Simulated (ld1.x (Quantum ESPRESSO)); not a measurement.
**Hf: excitation energies, all-electron against PAW**

| Property | Result |
| --- | --- |
| Element | hafnium (Hf) |
| Generator | ld1.x (Quantum ESPRESSO) 7.5 |
| Type | PAW |
| Functional | LDA (PZ) |
| Relativity | scalar-relativistic |
| Frozen core | [Xe] 4f14 |
| Valence charge | 4 |
| Reference configuration | 5d2 6s2 6p0 |
| Partial waves | 6s (bound): rcut 2.85, rcutus 3.30 bohr; 6s channel at -0.05 Ry: rcut 2.85, rcutus 3.30 bohr; 6p (bound, empty): rcut 4.10, rcutus 4.55 bohr; 6p channel at 3.1 Ry: rcut 4.10, rcutus 4.55 bohr; 5d (bound): rcut 2.90, rcutus 3.35 bohr; 5d channel at 1.3 Ry: rcut 2.90, rcutus 3.35 bohr |
| Local potential | all-electron potential smoothed inside 3.80 bohr (lloc = -1) |
| Core correction | a·sin(br)/r model core, default radius (ld1.x builds one for every PAW set, though the input has nlcc=.false.) |
| Augmentation charge | PSQ, inside the norm-conserving radii |

Energies are relative to the spin-unpolarised reference configuration 5d2 6s2 6p0; without spin polarisation the order of configurations can differ from experiment. Spin-polarised rows fill each open shell by Hund’s rule, majority spin first. The frozen-core shift is the all-electron ΔE with the core orbitals held at their reference shape minus the fully relaxed ΔE.

```json
{"valence configuration": "5d2 6s1 6p0", "charge": "+1", "ΔE all-electron (eV)": "8.198", "error AE − PS (meV)": "-5.7", "frozen-core shift (meV)": "+4.7"}
{"valence configuration": "5d2 6s0 6p0", "charge": "+2", "ΔE all-electron (eV)": "22.701", "error AE − PS (meV)": "-31", "frozen-core shift (meV)": "+30"}
{"valence configuration": "5d1 6s0 6p0", "charge": "+3", "ΔE all-electron (eV)": "44.802", "error AE − PS (meV)": "-345", "frozen-core shift (meV)": "+347"}
{"valence configuration": "5d3 6s0 6p0", "charge": "+1", "ΔE all-electron (eV)": "10.232", "error AE − PS (meV)": "-33", "frozen-core shift (meV)": "+30"}
{"valence configuration": "5d1 6s2 6p1", "charge": "0", "ΔE all-electron (eV)": "2.086", "error AE − PS (meV)": "-38", "frozen-core shift (meV)": "+50"}
{"valence configuration": "5d2 6s0 6p1", "charge": "+1", "ΔE all-electron (eV)": "12.993", "error AE − PS (meV)": "-4.1", "frozen-core shift (meV)": "+13"}
{"valence configuration": "5d2 6s2 6p0 (spin-polarised)", "charge": "0", "ΔE all-electron (eV)": "-0.441", "error AE − PS (meV)": "-8.7", "frozen-core shift (meV)": "+8.5"}
```

Question: What are ΔE and the potential's error for 5d2 6s1 6p0 (spin-polarised)?

Answer: ΔE = 7.063 eV all-electron; the error (AE − PS) is -28 meV.

Question: What are ΔE and the potential's error for 5d3 6s1 6p0?

Answer: ΔE = 2.586 eV all-electron; the error (AE − PS) is -21 meV.

Levels in the configuration 5d2 6s0 6p0:

```
level  all-electron (eV)  pseudo (eV)
   5d            -17.017      -17.105
```
